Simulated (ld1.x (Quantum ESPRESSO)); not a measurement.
palladium (Pd) TM: all-electron and pseudo phase curves

* Element: palladium (Pd)
* Generator: ld1.x (Quantum ESPRESSO) 7.5
* Type: norm-conserving Troullier–Martins (Kleinman–Bylander form)
* Functional: PBE
* Relativity: scalar-relativistic
* Frozen core: [Kr]
* Valence charge: 10
* Reference configuration: 4d9 5s0 5p0 (charge +1)
* Partial waves: 5p (bound, empty): rc 3.50 bohr; 4d (bound): rc 1.60 bohr; 5s (bound, empty): rc 1.85 bohr
* Local potential: the s channel
* Core correction: Bessel-smoothed model core, default radius (core density twice the valence density)

The phase is arctan(r·u′/u) with u = r·R(r), unwrapped; energies in Ry, scanned from -3 to 5 Ry. A pole is an energy at which the radial function vanishes at the test radius. The pseudo phase is shifted by a multiple of π to meet the all-electron one at the reference energy, and phase errors are pseudo minus all-electron; the curves can meet again beyond the range given. Levels narrower than the energy grid can be missing from the lists of poles.

```csv
channel,radius (bohr),reference energy (Ry),"poles, all-electron","poles, pseudo",unbroken range about the reference energy with phases within 0.05 rad,phase error 1 Ry above the reference energy (rad)
s,3.82,-0.81,"-0.44, 3.08","-0.44, 1.87, 4.36",below 0.4,-0.017
p,3.82,-0.46,"0.24, 3.92","0.23, 3.80",below 1.3,-0.005
d,3.82,-1.07,"-1.04, 1.52","-1.04, 1.70",below 0.0,+0.028
```

Phases in the s channel:

| E (Ry) | all-electron | pseudo |
| --- | --- | --- |
| -3.00 | 1.392 | 1.392 |
| -2.52 | 1.366 | 1.366 |
| -2.04 | 1.323 | 1.323 |
| -1.56 | 1.229 | 1.228 |
| -1.08 | 0.688 | 0.685 |
| -0.60 | -1.458 | -1.459 |
| -0.12 | -1.691 | -1.697 |
| 0.36 | -1.852 | -1.886 |
| 0.84 | -2.278 | -2.774 |
| 1.32 | -3.984 | -4.440 |
| 1.80 | -4.482 | -4.690 |
| 2.28 | -4.614 | -4.891 |
| 2.76 | -4.680 | -6.914 |
| 3.24 | -4.727 | -7.686 |
| 3.72 | -4.769 | -7.789 |
| 4.20 | -4.819 | -7.840 |
| 4.68 | -4.898 | -7.879 |
